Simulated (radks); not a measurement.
Values are calculated unless marked as measured or tabulated.
Question: Co II, 26 electrons, occupied as [Ar] 3d6 4d2 (not the ground configuration). Code: a radial shooting solver on a logarithmic mesh with Libxc functionals. Model: Dirac Kohn-Sham, BLYP, spin-unpolarised, spherical densities, finite nucleus; open shells fill j = l - 1/2 first; Fermi nuclear charge, rms radius 3.7875 fm.

Spin-orbit splittings of the eigenvalues, e(l+1/2) - e(l-1/2), with zeta = 2 splitting/(2l+1) and mean radii in bohr:

shell  occ.  splitting (eV)  zeta (eV)  <r> j=l-1/2  <r> j=l+1/2
2p        6           14.84      9.891       0.2228       0.2259
3p        6           1.898      1.265       0.8001       0.8093
3d        6               ?          ?       0.9497       0.9539
4d        2         0.01132   0.004529        4.453        4.462

Estimate the 3d splitting.

Answer: 0.2187 eV (zeta = 0.08748 eV).
